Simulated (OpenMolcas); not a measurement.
Cr3+ (d3) in a complex was computed by CASSCF with the d shell active (OpenMolcas, ANO-RCC-VDZP on the metal). Its lowest spin-free states, and all those of the highest spin:

| 2S+1 | Degeneracy | E (cm-1) |
| --- | --- | --- |
| 4 | 3 | 0.0 |
| 4 | 3 | 7048 |
| 2 | 2 | 11013 |
| 4 | 1 | 15064 |
| 2 | 3 | 16982 |
| 2 | 3 | 17681 |
| 4 | 3 | 21203 |
| 2 | 1 | 22026 |
| 2 | 3 | 22303 |
| 2 | 3 | 25722 |
| 2 | 3 | 26815 |
| 2 | 2 | 27803 |

**Question.** Is the site octahedral, tetrahedral or cube-like, axial, or of lower symmetry?

**Answer.** The states with 2S+1 = 4 have orbital degeneracies 3, 3, 1, 3. Threefold states need a cubic site. For d3 at this spin an octahedron puts the single A2 below the threefold T2 and a tetrahedron or cube puts the threefold T1 below the threefold T2, so the site is a tetrahedron or a cube, which this pattern cannot tell apart. The run had Cr3+ with 4 ligands (fluoride) in tetrahedral coordination (Td) at 1.79 Å. A charge of +0.25 e stands 3.2 Å behind each ligand. Ligand basis ANO-RCC-VDZP.

An orbital triplet at a regular site is open to Jahn-Teller coupling, which can distort the site and quench the lowest spin-orbit gaps and is left out. Without dynamic correlation the repulsion within the d shell is too large (B by tens of per cent), so at a given field states of lower spin stand too high. Ligand-to-metal charge-transfer states are missing. With no ligand orbital active B as a rule stays too high, so bands that hang on it stand too high and its fall with covalency is understated. With metal d orbitals alone and no dynamic correlation the field as a rule comes out too small, by tens of per cent, by up to half for chloride and softer ligands. No measured value stands beside these numbers; the geometry was imposed, not optimised, and the real ion may take another.
